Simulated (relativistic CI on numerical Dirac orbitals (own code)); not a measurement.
Level scheme of Gd48+

These numbers are calculated, not measured: Dirac-Coulomb-Breit CI, separate exchange-only KLI orbitals for each configuration, a model potential for QED, unscaled Slater integrals (own radial code, finite nucleus).

Configuration list (outside the closed core [Ne]): 3s2.3p4, 3s.3p5, 3s2.3p3.3d, 3p6, 3s.3p4.3d, 3p5.3d, 3s.3p3.3d2, 3s2.3p2.3d.4p, 3p5.4s, 3s.3p3.3d.4s, 3s2.3p3.4s, 3p5.4p, 3s2.3p3.4p, 3s2.3p3.4d, 3p4.3d.4p, 3s.3p4.4s, 3s2.3p3.4f, 3s.3p4.4p, 3s.3p4.4d, 3s.3p4.4f, 3s2.3p3.5s, 3s2.3p3.5p, 3s2.3p2.4s.4p, 3s2.3p3.5d, 3s2.3p3.5f, 3s2.3p3.5g, 3s.3p3.4s2, 3s.3p4.5s, 3s2.3p2.3d2, 3s2.3p.3d3, 3s.3p2.3d3, 3s2.3p.3d2.4s, 3s2.3p.3d2.4p, 3s2.3p.3d2.4d, 3p4.3d2, 3p3.3d3, 3p3.3d2.4s, 3p3.3d2.4p, 3p3.3d2.4d, 3s2.3p2.3d.4s, 3s.3p2.3d2.4s, 3s2.3p.3d.4s2, 3s2.3p.3d.4s.4p, 3s2.3p.3d.4s.4d, 3p4.3d.4s, 3p3.3d.4s2, 3p3.3d.4s.4p, 3p3.3d.4s.4d, 3s2.3p2.4s2, 3s.3p2.3d.4s2, 3s2.3p.4s2.4p, 3s2.3p.4s2.4d, 3s2.3p2.4p2, 3s2.3p.3d.4p2, 3s.3p2.3d.4p2, 3s2.3p.4s.4p2, 3s2.3p.4p3, 3s2.3p.4p2.4d, 3s.3p3.4s.4p, 3s.3p2.3d.4s.4p, 3s.3p2.4s2.4p, 3s.3p2.4s.4p2, 3s.3p2.4s.4p.4d. Double excitations out of closed p, d and f shells are left out; levels of such configurations are missing from the list, as are those of other unlisted configurations, and high levels can miss mixing partners. These lack a partner that the ground configuration has and come out too high: 3s2.3p3.4f, 3s.3p4.4p, 3s.3p4.4d, 3s.3p4.4f, 3s2.3p3.5s.

The lowest level is 3s2.3p4 3P_2, with 69 % of that term; Hund's rules for 3s2.3p4 give 3P with J = 2, in agreement.

| No. | Configuration | Term | J | E (eV) | % | Landé g | Lifetime (s) |
| --- | --- | --- | --- | --- | --- | --- | --- |
| 1 | 3s2.3p4 | 3P | 2 | 0.000 | 69 | 1.340 |  |
| 2 | 3s2.3p4 | 1S | 0 | 16.498 | 62 |  | 9.02e-02 |
| 3 | 3s2.3p4 | 3P | 1 | 172.109 | 99 | 1.492 | 1.83e-08 |
| 4 | 3s2.3p4 | 1D | 2 | 180.490 | 69 | 1.141 | 3.79e-08 |
| 5 | 3s2.3p3.3d | 3D° | 2 | 194.665 | 31 | 1.046 | 2.03e-10 |
| 6 | 3s2.3p3.3d | 3D° | 1 | 200.984 | 30 | 1.138 | 9.81e-11 |
| 7 | 3s2.3p3.3d | 3P° | 0 | 201.699 | 58 |  | 9.93e-07 |
| 8 | 3s2.3p3.3d | 3F° | 3 | 201.929 | 28 | 1.115 | 4.45e-09 |
| 9 | 3s2.3p3.3d | 3F° | 4 | 238.669 | 48 | 1.263 | 3.08e-06 |
| 10 | 3s2.3p3.3d | 3D° | 2 | 241.650 | 32 | 1.263 | 2.10e-11 |
| 11 | 3s2.3p3.3d | 3D° | 3 | 259.999 | 37 | 1.180 | 3.81e-12 |
| 12 | 3s2.3p3.3d | 3D° | 1 | 268.776 | 37 | 1.042 | 6.06e-12 |
| 13 | 3s.3p5 | 3P° | 2 | 320.545 | 81 | 1.463 | 3.12e-12 |
| 14 | 3s.3p5 | 1P° | 1 | 338.215 | 35 | 1.181 | 2.49e-12 |
| 15 | 3s2.3p4 | 3P | 0 | 358.845 | 61 |  | 6.78e-09 |
| 16 | 3s2.3p3.3d | 3F° | 2 | 359.108 | 45 | 1.024 | 1.48e-10 |
| 17 | 3s2.3p3.3d | 5D° | 0 | 359.952 | 50 |  | 1.61e-10 |
| 18 | 3s2.3p3.3d | 3D° | 1 | 360.719 | 49 | 0.961 | 9.33e-12 |
| 19 | 3s2.3p3.3d | 3F° | 3 | 365.820 | 33 | 1.087 | 6.21e-11 |
| 20 | 3s2.3p3.3d | 3G° | 4 | 373.738 | 50 | 1.052 | 1.28e-07 |
| 21 | 3s2.3p3.3d | 3F° | 2 | 383.990 | 61 | 0.837 | 9.08e-12 |
| 22 | 3s2.3p3.3d | 3D° | 3 | 396.035 | 55 | 1.297 | 1.15e-12 |
| 23 | 3s2.3p2.3d2 | 3F | 2 | 397.481 | 38 | 0.738 | 6.24e-11 |
| 24 | 3s2.3p3.3d | 5D° | 4 | 400.248 | 51 | 1.289 | 2.35e-08 |
| 25 | 3s2.3p3.3d | 3D° | 3 | 400.695 | 45 | 1.197 | 2.52e-12 |
| 26 | 3s2.3p3.3d | 3P° | 2 | 401.868 | 33 | 1.263 | 6.08e-13 |
| 27 | 3s2.3p3.3d | 3S° | 1 | 404.799 | 39 | 1.409 | 6.08e-13 |
| 28 | 3s2.3p3.3d | 3F° | 4 | 410.740 | 71 | 1.177 | 1.16e-07 |
| 29 | 3s2.3p3.3d | 3P° | 1 | 411.618 | 41 | 1.106 | 3.02e-12 |
| 30 | 3s2.3p3.3d | 1S° | 0 | 412.868 | 47 |  | 4.50e-11 |
| 31 | 3s2.3p3.3d | 3G° | 5 | 413.718 | 99 | 1.191 | 1.16e-07 |
| 32 | 3s2.3p2.3d2 | 3P | 0 | 417.064 | 56 |  | 4.66e-11 |
| 33 | 3s2.3p3.3d | 3D° | 1 | 417.303 | 39 | 0.899 | 5.58e-13 |
| 34 | 3s2.3p3.3d | 3D° | 2 | 428.799 | 48 | 1.265 | 8.33e-11 |
| 35 | 3s2.3p3.3d | 3F° | 3 | 434.887 | 35 | 1.121 | 4.15e-10 |
| 36 | 3s2.3p3.3d | 3D° | 2 | 437.819 | 44 | 1.087 | 3.15e-12 |
| 37 | 3s2.3p3.3d | 1P° | 1 | 442.013 | 32 | 1.232 | 2.01e-12 |
| 38 | 3s2.3p2.3d2 | 3F | 3 | 443.416 | 29 | 1.087 | 9.89e-12 |
| 39 | 3s2.3p3.3d | 1F° | 3 | 444.690 | 47 | 1.070 | 2.73e-12 |
| 40 | 3s2.3p3.3d | 1D° | 2 | 450.267 | 41 | 1.221 | 1.58e-12 |
| 41 | 3s2.3p2.3d2 | 3P | 2 | 452.608 | 22 | 1.209 | 8.55e-12 |
| 42 | 3s2.3p2.3d2 | 5D | 1 | 455.468 | 34 | 1.556 | 8.70e-12 |
| 43 | 3s2.3p2.3d2 | 3F | 4 | 457.355 | 25 | 1.103 | 7.02e-12 |
| 44 | 3s2.3p2.3d2 | 3F | 4 | 496.455 | 20 | 1.176 | 6.48e-12 |
| 45 | 3s.3p5 | 3P° | 0 | 496.465 | 71 |  | 2.08e-12 |

Energies count from the lowest computed level; ° marks odd parity; lifetimes are radiative, by E1, M1, E2, M2, E3 decay to levels of this space only.

The mean weight of the leading LS term, summed over parents, in these 45 levels is 47 %, and that of the leading jj configuration (from the same eigenvectors) 90 %, so jj coupling describes them better and the LS labels are nominal.

At this charge energies of transitions that change n are usually good to better than 1 %, and those within a shell (Δn = 0) to a few per cent.

LS names give the leading component of a level, which can be under half, so a name can repeat, a term be missing and a line seem to break the LS rules.
